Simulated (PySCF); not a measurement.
C4H5N2, SMILES c1cnc[nH+]c1, charge +1. Atoms are numbered in the order given.

```xyz
11

C     -0.8451     1.1056     0.0000
C      0.5500     1.2651     0.0000
N      1.3960     0.2236     0.0000
C      0.8898    -0.9874     0.0000
N     -0.4491    -1.2095     0.0000
C     -1.3381    -0.1886     0.0000
H     -1.5232     1.9599     0.0000
H      1.0040     2.2610     0.0000
H      1.5422    -1.8656     0.0000
H     -0.7916    -2.1751     0.0000
H     -2.3986    -0.4466     0.0000
```
Charge +1, spin multiplicity 1.

Geometry optimised at TPSSh-D3(BJ)/def2-SVP. The isomer is the one that the SMILES or the coordinates give; other isomers of the formula were not compared.

These are PySCF with TDDFT-LC-ωPBE/def2-SVPD values and carry that method's errors.

Vertical excitations. The molecule is in vacuum. State labels are in the subgroup Cs.

Computed lowest excited states:
| state | symmetry | energy (eV) | λ (nm) | f | main pairs |
|---|---|---|---|---|---|
| S1 | A" | 4.35 | 285 | 0.000 | HOMO→LUMO 93 % |
| S2 | A" | 5.33 | 233 | 0.006 | HOMO→LUMO+1 91 % |
| S3 | A' | 5.76 | 215 | 0.101 | HOMO−1→LUMO 85 % |
| S4 | A' | 6.91 | 179 | 0.032 | HOMO−1→LUMO+1 61 %, HOMO−2→LUMO 33 % |
| S5 | A" | 7.77 | 160 | 0.003 | HOMO−3→LUMO 96 % |
| S6 | A' | 7.83 | 158 | 0.463 | HOMO−2→LUMO 62 %, HOMO−1→LUMO+1 35 % |
| S7 | A' | 8.40 | 148 | 0.333 | HOMO−2→LUMO+1 85 % |
| S8 | A" | 8.75 | 142 | 0.004 | HOMO−3→LUMO+1 81 % |
| S9 | A" | 9.03 | 137 | 0.001 | HOMO−4→LUMO 83 % |
| S10 | A' | 9.55 | 130 | 0.037 | HOMO→LUMO+2 73 %, HOMO→LUMO+4 16 % |
| T1 | A' | 4.11 | 302 | 0 | HOMO−1→LUMO 96 % |
| T2 | A" | 4.12 | 301 | 0 | HOMO→LUMO 96 % |
| T3 | A" | 4.57 | 272 | 0 | HOMO→LUMO+1 92 % |
| T4 | A' | 4.57 | 271 | 0 | HOMO−1→LUMO+1 78 %, HOMO−2→LUMO 14 % |
Triplets are in the Tamm–Dancoff approximation, which puts them higher than full response would, so one can lie above its singlet here.
